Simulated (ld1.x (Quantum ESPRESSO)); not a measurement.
What one change does to a pseudopotential (bromine, ultrasoft)

```
Element                 : Br
Generator               : ld1.x (Quantum ESPRESSO) 7.5
Type                    : ultrasoft
Functional              : PBE
Relativity              : scalar-relativistic
Frozen core             : [Ar] 3d10
Valence charge          : 7
Reference configuration : 4s2 4p2 (charge +3)
Partial waves           : 4s (bound): rcut 1.25, rcutus 1.35 bohr; 4s channel at -2 Ry: rcut 1.25, rcutus 1.35 bohr; 4p (bound): rcut 1.40, rcutus 1.65 bohr; 4p channel at 0.8 Ry: rcut 1.40, rcutus 1.65 bohr
Local potential         : all-electron potential smoothed inside 1.20 bohr (lloc = -1)
Core correction         : Bessel-smoothed model core, default radius (core density twice the valence density)
Augmentation charge     : built from norm-conserving waves at rcut, not smoothed further
```

All-electron outer shells of the reference configuration (PBE, scalar-relativistic, ld1.x):

| shell | level (eV) | outermost node (bohr) | outermost maximum (bohr) |
| --- | --- | --- | --- |
| 4s | -54.20 | 0.67 | 1.38 |
| 4p | -39.89 | 0.70 | 1.54 |

Change: reference 4s2 4p5.

Cutoffs: the cutoffs (Ry, on a coarse ladder) from which the occupation-weighted sum of valence levels, in a spherical-Bessel basis at the reference potential, stays within 10 and 1 mRy of its value at 400 Ry; they do not see the model core or the augmentation charge, which bear on the density cutoff. Errors are all-electron minus pseudo energies relative to the spin-unpolarised reference configuration.

**Question.** What does the change do?

**Answer.** The potential gets harder (21 Ry and 40 Ry → 40 Ry and 45 Ry); a bound ghost appears in s, which as a rule spoils a file; the number of tests with a reliable result goes from 7 to 1 (the test run of the changed file stopped, so its transferability is not established).

| quantity | base | changed |
| --- | --- | --- |
| cutoff, loose | 21 Ry | 40 Ry |
| cutoff, tight | 40 Ry | 45 Ry |
| loose cutoff by channel (10 mRy a level) | s 18 Ry, p 12 Ry | s 18 Ry, p 10 Ry |
| bound ghosts | none | s |
| tests with a reliable result | 7 of 7 | 1 of 7 (the test run stopped) |
| s: phases at 1.80 bohr within 0.05 rad from the reference energy up to (Ry; the scan ends near 5) | n/a | to the end of the scan |
| p: phases at 1.80 bohr within 0.05 rad from the reference energy up to (Ry; the scan ends near 5) | to the end of the scan | to the end of the scan |
| lowest overlap eigenvalue by channel | s 0.16, p 0.49 | s 0.14, p 0.46 |

 A true bound ghost makes a file unfit for plane-wave use even where its test errors are small: the radial tests pick states by their node count and pass the ghost by.
